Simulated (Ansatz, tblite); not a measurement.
Forces on the cluster CaI2⁺ at its r2SCAN-D4/def2-TZVP geometry. The state is a doublet with charge 1.

In the def2 sets I takes a core potential; there is no spin–orbit coupling. The xTB rows come from tblite. The structure comes from a short search, and lower isomers may exist.

GFN1-xTB (tblite), largest force 0.18 eV/Å:

```xyz
3
positions Å, forces eV/Å
Ca   -1.349   -0.371   -0.639    0.157    0.043    0.074
I     1.455   -0.897   -0.699   -0.082   -0.017   -0.033
I    -0.106    1.269    1.337   -0.075   -0.026   -0.041
```

GFN2-xTB (tblite), largest force 0.43 eV/Å:

```
Ca -0.046 -0.013 -0.022
I 0.225 -0.274 -0.252
I -0.179 0.286 0.274
```

PBE0-D4/def2-TZVP (Ansatz), largest force 0.10 eV/Å:

```
Ca 0.026 0.007 0.012
I -0.060 0.062 0.055
I 0.034 -0.069 -0.067
```
